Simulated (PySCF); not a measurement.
## Steps of a relaxation of [Gd(NH3)3]3+

[Gd(NH3)3]3+ (singlet in the valence; each metal's 4f electrons, 7 of them, lie in its core potential, out of spins and levels; a saddle point, relaxed within its symmetry). PySCF 2.14.0, RKS B3LYP, Gd lcecp-1-SVP with ECP53, N def2-SVP, H def2-SVP; non-relativistic Hamiltonian with scalar-relativistic core potentials where named; density fitting; no spin-orbit coupling. Origin of the start: template. Columns: position (Å) and force (eV/Å). Energies are counted from the last step; some of the 7 steps are shown. Forces carry noise of the integration grid, about 0.01 to 0.03 eV/Å.

Run from Python with OMP_NUM_THREADS=2. Where DIIS fails, smearing, a level shift and second-order steps follow.
It took 38 s on 2 threads of Arm Neoverse V1, on a shared host, from the converged density of the start.

```xyz
13
step 0  E = 0.158 eV
Gd    0.0000    0.0000    0.0000     0.00    0.00    0.00
N     2.5325    0.0000    0.0000    -1.81    0.03    0.00
H     2.9305   -0.4696    0.8133     0.47   -0.27    0.45
H     2.9305   -0.4696   -0.8133     0.47   -0.27   -0.45
H     2.9305    0.9392    0.0000     0.46    0.51    0.00
N    -1.2662    2.1932    0.0000     0.88   -1.58    0.00
H    -1.0586    2.7727    0.8133     0.00    0.54    0.45
H    -1.0586    2.7727   -0.8133     0.00    0.54   -0.45
H    -2.2786    2.0683    0.0000    -0.67    0.14    0.00
N    -1.2663   -2.1932    0.0000     0.93    1.55    0.00
H    -1.8719   -2.3031    0.8133    -0.47   -0.27    0.45
H    -1.8719   -2.3031   -0.8133    -0.47   -0.27   -0.45
H    -0.6519   -3.0074    0.0000     0.22   -0.65    0.00
```

```xyz
13
step 2  E = 0.008 eV
Gd    0.0000    0.0000    0.0000     0.00    0.00    0.00
N     2.4768    0.0009    0.0000     0.00    0.00    0.00
H     2.9293   -0.4697    0.8117    -0.06    0.04   -0.07
H     2.9293   -0.4697   -0.8117    -0.06    0.04    0.07
H     2.9290    0.9386    0.0000    -0.06   -0.09    0.00
N    -1.2391    2.1446    0.0000     0.00    0.01    0.00
H    -1.0578    2.7717    0.8117    -0.01   -0.08   -0.07
H    -1.0578    2.7717   -0.8117    -0.01   -0.08    0.07
H    -2.2774    2.0673    0.0000     0.10   -0.01    0.00
N    -1.2377   -2.1454    0.0000     0.00    0.00    0.00
H    -1.8714   -2.3020    0.8117     0.07    0.03   -0.07
H    -1.8714   -2.3020   -0.8117     0.07    0.03    0.07
H    -0.6516   -3.0059    0.0000    -0.04    0.10    0.00
```

```xyz
13
step 4  E = 0.000 eV
Gd    0.0000    0.0000    0.0000     0.00    0.00    0.00
N     2.4542    0.0009    0.0000     0.02    0.00    0.00
H     2.9067   -0.4680    0.8093    -0.01   -0.01    0.02
H     2.9067   -0.4680   -0.8093    -0.01   -0.01   -0.02
H     2.9069    0.9354    0.0000    -0.01    0.03    0.00
N    -1.2279    2.1250    0.0000    -0.01    0.02    0.00
H    -1.0480    2.7513    0.8093     0.02   -0.01    0.02
H    -1.0480    2.7513   -0.8093     0.02   -0.01   -0.02
H    -2.2635    2.0498    0.0000    -0.02   -0.02    0.00
N    -1.2264   -2.1258    0.0000    -0.01   -0.02    0.00
H    -1.8587   -2.2833    0.8093     0.00    0.02    0.02
H    -1.8587   -2.2833   -0.8093     0.00    0.02   -0.02
H    -0.6434   -2.9852    0.0000     0.03    0.00    0.00
```

**Question.** Where does the relaxation end?

**Answer.** It converges at step 6 in C3h:
```xyz
13
step 6  E = 0
Gd    0.0000    0.0000    0.0000
N     2.4519    0.0010    0.0000
H     2.9016   -0.4689    0.8106
H     2.9016   -0.4689   -0.8106
H     2.9020    0.9371    0.0000
N    -1.2268    2.1229    0.0000
H    -1.0447    2.7473    0.8106
H    -1.0447    2.7473   -0.8106
H    -2.2625    2.0446    0.0000
N    -1.2251   -2.1239    0.0000
H    -1.8569   -2.2784    0.8106
H    -1.8569   -2.2784   -0.8106
H    -0.6394   -2.9817    0.0000
```

**Question.** How did the contacts change?

**Answer.** 
```json
{"contact": "Gd1–N2 (NH3)", "start (Å)": "2.532", "end (Å)": "2.452"}
{"contact": "Gd1–N6 (NH3)", "start (Å)": "2.532", "end (Å)": "2.452"}
{"contact": "Gd1–N10 (NH3)", "start (Å)": "2.532", "end (Å)": "2.452"}
```


An lcecp potential fixes the number of 4f electrons, so in runs with it no electron can move into or out of that shell.
